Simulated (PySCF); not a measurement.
`CCC#C[Si@@H](Cl)P[SiH3]`, C4H10ClPSi2

Geometry:
| atom | x (Å) | y (Å) | z (Å) |
| --- | --- | --- | --- |
| C1 | -2.402 | -1.921 | -1.520 |
| C2 | -2.441 | -3.443 | -1.393 |
| C3 | -1.243 | -4.088 | -1.905 |
| C4 | -0.231 | -4.606 | -2.348 |
| Si5 | 1.331 | -5.237 | -3.025 |
| Cl6 | 1.014 | -7.026 | -4.021 |
| P7 | 2.063 | -3.701 | -4.495 |
| Si8 | 2.046 | -2.020 | -2.973 |
| H9 | -3.327 | -1.480 | -1.120 |
| H10 | -1.551 | -1.501 | -0.964 |
| H11 | -2.300 | -1.617 | -2.571 |
| H12 | -3.312 | -3.849 | -1.936 |
| H13 | -2.577 | -3.738 | -0.338 |
| H14 | 2.300 | -5.513 | -1.930 |
| H15 | 3.443 | -4.023 | -4.296 |
| H16 | 0.692 | -1.396 | -2.992 |
| H17 | 3.065 | -1.015 | -3.403 |
| H18 | 2.361 | -2.467 | -1.581 |

Computed with TDDFT CAM-B3LYP/def2-SVPD circular dichroism and optical rotation, one conformer, gas phase in PySCF 2.14.0. Geometry: PBE0-D3(BJ)/def2-SVP.

The molecule is flexible and this is one conformer; a measurement averages over conformers.

Stereocentres: Si5 R.

(1) What is the specific rotation at 633, 589.3, 546, 436, 405, 365, 355 nm?

(2) And for the mirror image at 589.3 nm?

(3) What is the molar rotation [Φ] = [α]·M/100 of the geometry above at 589.3 nm?

## Answers

(1) [α] in deg dm⁻¹ (g/mL)⁻¹:
```
λ (nm)  origin-invariant length gauge  modified velocity gauge  length gauge (centre of mass)  isotropic polarisability (au)
   633                         +147.4                   +140.5                         +145.0                          149.3
 589.3                         +173.5                   +165.4                         +170.8                          150.1
   546                         +207.2                   +197.6                         +204.0                          151.1
   436                         +359.9                   +343.3                         +354.4                          155.2
   405                         +436.5                   +416.4                         +429.8                          157.1
   365                         +580.5                   +553.7                         +571.8                          160.4
   355                         +628.2                   +599.2                         +618.8                          161.5
```

(2) -173.5 deg dm⁻¹ (g/mL)⁻¹ (origin-invariant length gauge): the same size and the opposite sign.

(3) With M = 180.72 g/mol, +313.6 deg cm² dmol⁻¹ (origin-invariant length gauge).

The first excitation lies at 5.56 eV (223 nm) with R = -5.7 × 10⁻⁴⁰ esu² cm² (velocity form).
